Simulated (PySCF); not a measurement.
**Mayer bond orders and bond lengths**

Species: C₅H₁₇N₃Si.
Numbering: `[CH3:1][N:2]([CH3:3])[SiH2:4][N:5]([CH3:6])[CH2:7][CH2:8][NH2:9]` (hydrogens: H10, H11, H12 on C1; H13, H14, H15 on C3; H16, H17 on Si4; H18, H19, H20 on C6; H21, H22 on C7; H23, H24 on C8; H25, H26 on N9)

Geometry (PBE0-D3(BJ)/def2-SVP, Å), atoms numbered from 1 in this order:
```xyz
26
C5H17N3Si angstrom
C      3.2305   -0.0150   -0.8846
N      1.9344    0.1382   -0.2791
C      1.6840    1.4456    0.2696
Si     0.8882   -1.1929    0.0935
N     -0.7534   -0.7674   -0.2678
C     -1.1045   -0.3395   -1.6014
C     -1.8551   -1.0633    0.6304
C     -2.1853    0.0827    1.5889
N     -2.4834    1.3673    0.9930
H      4.0601    0.1305   -0.1635
H      3.3792    0.7171   -1.7016
H      3.3382   -1.0213   -1.3156
H      2.3857    1.7084    1.0868
H      1.7741    2.2313   -0.5047
H      0.6629    1.4992    0.6765
H      1.4500   -2.3222   -0.7184
H      0.8400   -1.6057    1.5348
H     -0.1973   -0.0342   -2.1459
H     -1.6012   -1.1365   -2.1904
H     -1.7827    0.5311   -1.5889
H     -2.7483   -1.3174    0.0289
H     -1.6360   -1.9650    1.2298
H     -3.0332   -0.2211    2.2285
H     -1.3269    0.2151    2.2713
H     -1.7003    1.6699    0.4166
H     -3.2884    1.2999    0.3726
```

Bond orders from the PBE0/pcSseg-1 density (PySCF). One conformer (not necessarily the lowest) at the PBE0-D3(BJ)/def2-SVP geometry, without solvent, vibrations or thermal averaging.

(1) Where do the orders between heavy atoms depart from those drawn in the SMILES?

(2) Set the Mayer orders of the bonds between heavy atoms beside their lengths.

Answers

(1) The largest departure is 0.075, at N5–C7 (drawn single, 0.925).

(2) 
```tsv
bond	drawn as	length (Å)	Mayer order
C1–N2	single	1.439	0.968
N2–C3	single	1.440	0.959
N2–Si4	single	1.733	0.954
Si4–N5	single	1.734	0.944
N5–C6	single	1.444	0.957
N5–C7	single	1.452	0.925
C7–C8	single	1.530	1.012
C8–N9	single	1.447	1.041
```

By pair of heavy elements: C–N: lowest N5–C7 (0.925, 1.452 Å), highest C8–N9 (1.041, 1.447 Å); in 3 of the 10 pairs the longer bond (by over 0.003 Å) has the higher order (by 0.02 or more). N–Si: all 2 within 0.02 of one another (0.944 to 0.954).

**Question.** And the bonds to hydrogen?

**Answer.** C–H: 0.95 to 0.96 (13 bonds); H–Si: 0.91 (2 bonds); H–N: 0.94 to 0.95 (2 bonds).

**Question.** Sum the orders of all bonds at each heavy atom with more than one neighbour and set the sums beside the valence in the SMILES.

**Answer.** C1 3.853 (drawn 4), N2 2.881 (drawn 3), C3 3.831 (drawn 4), Si4 3.711 (drawn 4), N5 2.826 (drawn 3), C6 3.830 (drawn 4), C7 3.834 (drawn 4), C8 3.950 (drawn 4), N9 2.938 (drawn 3). Orders between atoms that aren't bonded are not in these sums.

Mayer orders depend on the basis set.
